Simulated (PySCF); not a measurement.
CH7NOSi.
Bonds: N1–C2, C2–Si3, Si3–O4. Hydrogens: H5, H6 on N1; H7, H8 on C2; H9, H10 on Si3; H11 on O4.

A GFN2-xTB structure was refined with PySCF 2.14.0, PBE0-D3(BJ)/def2-SVP geometry optimisation, gas phase. Its GFN2-xTB values:

```
  coordinate  GFN2-xTB
       N1–C2   1.438 Å
       N1–H5   1.004 Å
      C2–Si3   1.897 Å
       C2–H7   1.092 Å
      Si3–O4   1.642 Å
      Si3–H9   1.448 Å
      O4–H11   0.978 Å
    N1–C2–H7    113.3°
   C2–Si3–O4    109.3°
   Si3–C2–H7    111.7°
   Si3–C2–H8    109.0°
  Si3–O4–H11    113.8°
   O4–Si3–H9    106.8°
    H7–C2–H8    108.1°
  H9–Si3–H10    110.4°
N1–C2–Si3–O4      -40°
```

Q: How do these coordinates change at the PBE0-D3(BJ)/def2-SVP level?

A: 
```
  coordinate  PBE0-D3(BJ)/def2-SVP (Å or °)  change
      Si3–H9                          1.492  +0.044
       N1–C2                          1.465  +0.027
      Si3–O4                          1.663  +0.021
       C2–H7                          1.108  +0.016
       N1–H5                          1.019  +0.015
      C2–Si3                          1.902  +0.005
      O4–H11                          0.977  -0.001
  Si3–O4–H11                          105.0    -8.8
   C2–Si3–O4                          102.4    -6.9
   O4–Si3–H9                          111.3    +4.5
   Si3–C2–H7                          114.3    +2.6
   Si3–C2–H8                          106.4    -2.6
  H9–Si3–H10                          108.4    -2.0
    N1–C2–H7                          115.3    +2.0
    H7–C2–H8                          106.4    -1.7
N1–C2–Si3–O4                            -35      +5
```

The energy falls by 13.6 kJ/mol over 9 energy and gradient evaluations, the largest force component goes from 0.0261 to 2.9e-04 Eh/bohr, and the atoms move by 0.158 Å rms after alignment. The bond that changes most is Si3–H9 (oxygen-bound silicon to Si–H hydrogen), which lengthens by 0.044 Å. Bonds longer at the end by more than 0.005 Å: 8 of 10; shorter: 1. Among the dihedrals that turn most is H6–N1–C2–Si3, from 175° to 162°. Rotational constants go from 9915, 4077, 3206 to 9286, 4398, 3314 MHz.

The run used 95 basis functions and 54 SCF cycles in all.

Not checked by PBE0-D3(BJ)/def2-SVP frequencies. One conformer, not necessarily the lowest.
